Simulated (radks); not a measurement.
The numbers below are computed, except where a source is named.
Question: The zirconium ion Zr23.5+, configuration [Ne] 3s2 3p(up 3, down 1.5) (fractional occupations, a model configuration). Level of theory: scalar-relativistic Kohn-Sham, PBE, spin-polarised, spherical densities, finite nucleus; Fermi nuclear charge, rms radius 4.2694 fm (a radial shooting solver on a logarithmic mesh with Libxc functionals). Some entries of the table are withheld. Estimate them.

orbital  occ.  eigenvalue (hartree)  r(max) (bohr)
1s up       1             -693.1760        0.02414
1s down     1             -693.0954        0.02414
2s up       1             -128.0461         0.1364
2s down     1             -127.9887         0.1364
2p up       3                   (1)         0.1090
2p down     3                   (2)         0.1091
3s up       1             -45.73362         0.3796
3s down     1             -45.47904         0.3798
3p up       3             -42.64899         0.3672
3p down   1.5             -42.39362         0.3674

Answer: 
(1) 2p up eigenvalue (hartree): -118.5016
(2) 2p down eigenvalue (hartree): -118.4160
